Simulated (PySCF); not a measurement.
Ga(OH)2(SiH3) (GaH₅O₂Si), SMILES [Ga]([SiH3])([OH])[OH].

Geometry: B3LYP-D3(BJ)/def2-SVP. The structure was generated by enumeration; whether it is a known compound was not checked. One conformer was computed; it need not be the lowest.

These are TDDFT-PBE/def2-SVPD in PySCF values and carry that method's errors.

Vertical excitations. 

Task: Estimate the UV-visible absorptions. (Estimate from the structure and the level; the computed values follow.)

Result: 
| state | energy (eV) | λ (nm) | f | main pairs |
|---|---|---|---|---|
| S1 | 5.55 | 223 | 0.002 | HOMO→LUMO 51 %, HOMO−1→LUMO 22 %, HOMO→LUMO+1 14 %, HOMO−1→LUMO+1 12 % |
| S2 | 5.58 | 222 | 0.001 | HOMO−1→LUMO 48 %, HOMO→LUMO 26 %, HOMO→LUMO+1 16 %, HOMO−1→LUMO+1 10 % |
| S3 | 5.62 | 221 | 0.000 | HOMO→LUMO+1 69 %, HOMO−1→LUMO 30 % |
| S4 | 6.02 | 206 | 0.010 | HOMO−2→LUMO 83 %, HOMO−3→LUMO+1 13 % |
| S5 | 6.11 | 203 | 0.023 | HOMO−3→LUMO 48 %, HOMO−2→LUMO+1 47 % |
| S6 | 6.27 | 198 | 0.107 | HOMO−1→LUMO+1 72 %, HOMO→LUMO 18 % |
| S7 | 6.27 | 198 | 0.051 | HOMO−3→LUMO+1 77 % |
| S8 | 6.47 | 192 | 0.258 | HOMO−3→LUMO 38 %, HOMO−2→LUMO+1 38 %, HOMO→LUMO+2 15 % |
| S9 | 6.56 | 189 | 0.080 | HOMO→LUMO+2 76 % |
| S10 | 6.80 | 182 | 0.013 | HOMO−1→LUMO+2 98 % |
| T1 | 5.04 | 246 | 0 | HOMO→LUMO 99 % |
| T2 | 5.15 | 241 | 0 | HOMO−2→LUMO 99 % |
| T3 | 5.33 | 233 | 0 | HOMO→LUMO+1 72 %, HOMO−1→LUMO 27 % |
| T4 | 5.48 | 226 | 0 | HOMO−1→LUMO 73 %, HOMO→LUMO+1 27 % |
Triplets are in the Tamm–Dancoff approximation, which puts them higher than full response would, so one can lie above its singlet here.
